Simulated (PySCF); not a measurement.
Gas-phase reaction: Si₂O(OH)₆ + Si₂H₅ ⇌ 4 H₂SiO + 3 OH

Computed with PySCF and rigid-rotor harmonic-oscillator thermochemistry at 1 bar. † marks an energy on the PBE0/def2-TZVP geometry and frequencies; other levels use their own. MP2 and CCSD(T) freeze the core. Open shells (unrestricted): Si₂H₅ (multiplicity 2), OH (multiplicity 2, electronic degeneracy 4); the rest are closed-shell singlets. Spin-orbit splitting is ignored; it lowers the true energy and changes the entropy of OH. B3LYP is the form with VWN-RPA correlation. No R ln 2 is added for the mirror-image form of Si₂O(OH)₆. Si₂O(OH)₆, Si₂H₅, H₂SiO: computed as isolated molecules; such fragments, hydroxides, amides, oligomers or adducts are transient or little studied in the gas. MP2 isn't extrapolated to the basis-set limit; its ΔH°(298 K) is 1908.5 kJ in def2-SVP and 1978.0 kJ in def2-TZVPP. CCSD(T) isn't extrapolated to the basis-set limit. The harmonic model lacks anharmonicity and excited electronic states, which grow with temperature; levels with a mode under 35 cm⁻¹ are left out. Internal rotation in Si₂O(OH)₆, Si₂H₅ is treated as a harmonic vibration of one conformer, which makes the entropy rough. Warning, large T1 diagnostic: H₂SiO (CCSD(T)/def2-SVP†).

```
level               ΔE electronic, kJ  ΔH°(298 K), kJ  ΔS°(298 K), J/K  ΔG°(1600 K), kJ
------------------  -----------------  --------------  ---------------  ---------------
B3LYP/def2-TZVP†                 1892            1819              748              682
CCSD(T)/def2-SVP†                1912            1839              748              702
HF/def2-TZVP†                    1801            1728              748              591
M06-2X/def2-TZVP†                2104            2031              748              894
MP2/def2-SVP†                    1981            1909              748              771
PBE/def2-TZVP†                   1935            1863              748              725
PBE0/def2-TZVP                   2009            1937              748              799
ωB97M-V/def2-TZVP†               2017            1944              748              807
ωB97X-V/def2-TZVP†               2020            1947              748              810
```
ΔH° is lowest at HF/def2-TZVP† and highest at M06-2X/def2-TZVP†. No reference value is set beside these.
